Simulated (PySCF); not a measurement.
silane (H₄Si), singlet, at a GFN2-xTB geometry; R2SCAN/pcseg-1 in PySCF.

The PySCF input:
```python
from pyscf import gto, scf, dft

mol = gto.Mole()
mol.atom = '''
    Si   -0.00000000    0.00000000   -0.00000000
    H     0.85687118    0.83207387    0.84090169
    H    -0.85685565   -0.82713035    0.84578045
    H    -0.82961346    0.85438800   -0.84584481
    H     0.82959793   -0.85933152   -0.84083733
'''
mol.basis = 'pcseg-1'
mol.verbose = 4
mol.build()

mf = dft.RKS(mol)
mf.xc = 'r2scan'
mf.grids.atom_grid = (150, 974)
mf.kernel()
mf.analyze()
```

**Question.** Write the output that PySCF gives for this input, abridged.

**Answer.** 
```
PySCF version 2.14.0

[INPUT] verbose = 4
[INPUT] num. atoms = 5
[INPUT] num. electrons = 18
[INPUT] charge = 0
[INPUT] spin (= nelec alpha-beta = 2S) = 0
[INPUT] symmetry False subgroup None
[INPUT] Mole.unit = angstrom
[INPUT] Symbol           X                Y                Z      unit          X                Y                Z       unit  Magmom
[...]
nuclear repulsion = 21.6183353073154
number of shells = 11
number of NR pGTOs = 72
number of NR cGTOs = 38
basis = pcseg-1
ecp = {}

******** <class 'pyscf.dft.rks.RKS'> ********
method = RKS
initial guess = minao
damping factor = 0
level_shift factor = 0
DIIS = <class 'pyscf.scf.diis.CDIIS'>
diis_start_cycle = 1
diis_space = 8
diis_damp = 0
SCF conv_tol = 1e-09
SCF conv_tol_grad = None
SCF max_cycles = 50
direct_scf = True
direct_scf_tol = 1e-13
XC library pyscf.dft.libxc version 7.1.2
    S. Lehtola, C. Steigemann, M. J. T. Oliveira, and M. A. L. Marques,  SoftwareX 7, 1–5 (2018)
XC functionals = r2scan
    J. W. Furness, A. D. Kaplan, J. Ning, J. P. Perdew, and J. Sun,  J. Phys. Chem. Lett. 11, 8208–8215 (2020)
    J. W. Furness, A. D. Kaplan, J. Ning, J. P. Perdew, and J. Sun,  J. Phys. Chem. Lett. 11, 9248–9248 (2020)
    J. W. Furness, A. D. Kaplan, J. Ning, J. P. Perdew, and J. Sun,  J. Phys. Chem. Lett. 11, 8208–8215 (2020)
    J. W. Furness, A. D. Kaplan, J. Ning, J. P. Perdew, and J. Sun,  J. Phys. Chem. Lett. 11, 9248–9248 (2020)
radial grids:
    Treutler-Ahlrichs [JCP 102, 346 (1995); DOI:10.1063/1.469408] (M4) radial grids

becke partition: Becke, JCP 88, 2547 (1988); DOI:10.1063/1.454033
pruning grids: <function nwchem_prune>
grids dens level: 3
symmetrized grids: False
atomic radii adjust function: <function treutler_atomic_radii_adjust>
User specified grid scheme (150, 974)
small_rho_cutoff = 0
Set gradient conv threshold to 3.16228e-05
Initial guess from minao.
tot grids = 407944
init E= -291.5847489721
[...]
cycle= 1 E= -291.826281855377  delta_E= -0.242  |g|= 0.0811  |ddm|=  1.9
[...]
cycle= 2 E= -291.828525801304  delta_E= -0.00224  |g|= 0.0166  |ddm|= 0.167
[...]
cycle= 3 E= -291.828619984981  delta_E= -9.42e-05  |g|= 0.00393  |ddm|= 0.0285
[...]
cycle= 4 E= -291.828625381139  delta_E= -5.4e-06  |g|= 0.000738  |ddm|= 0.00805
[...]
cycle= 5 E= -291.828625648179  delta_E= -2.67e-07  |g|= 8.73e-06  |ddm|= 0.00171
[...]
cycle= 6 E= -291.828625648219  delta_E= -3.92e-11  |g|= 1.19e-06  |ddm|= 3.94e-05
[...]
Extra cycle  E= -291.828625648218  delta_E= 5.12e-13  |g|= 6.94e-07  |ddm|= 4.24e-06
converged SCF energy = -291.828625648218
**** SCF Summaries ****
Total Energy =                        -291.828625648218065
Nuclear Repulsion Energy =              21.618335307315412
One-electron Energy =                 -446.383036477974372
Two-electron Energy =                  132.936075522440888
Two-electron Coulomb Energy =          155.291432722420979
DFT Exchange-Correlation Energy =      -22.355357199980084
HOMO-LUMO gap [eV] =                     9.941421328083008
**** MO energy ****
[...]
 ** Mulliken pop on meta-lowdin orthogonal AOs  **
 ** Mulliken pop  **
[...]
 ** Mulliken atomic charges  **
charge of    0Si =      0.31891
charge of    1H =     -0.07973
charge of    2H =     -0.07973
charge of    3H =     -0.07973
charge of    4H =     -0.07973
Dipole moment(X, Y, Z, Debye): -0.00000,  0.00000,  0.00000
```
